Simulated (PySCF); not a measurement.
Scan of BeF₂, singlet: symmetric bend, bond length relaxed. Scanned: F-Be-F angle. Other coordinates (Be-F bond length) were minimised at PBE0/def2-TZVP.

The free coordinates were minimised at PBE0/def2-TZVP in PySCF; the energy column is CCSD(T) on RHF/cc-pVTZ, 2 core orbitals frozen in PySCF, in kcal/mol.

```tsv
a / °	Be-F bond length / Å	E
180	1.378	0.0
170	1.378	0.5
160	1.379	2.1
150	1.380	4.9
140	1.383	9.0
130	1.388	14.8
120	1.394	22.6
110	1.404	33.1
100	1.424	47.5
90	1.456	67.8
```

The scan ran from 180.0 to 80.0; beyond the range shown the relaxed coordinates jump or full CI changes its symmetry label.
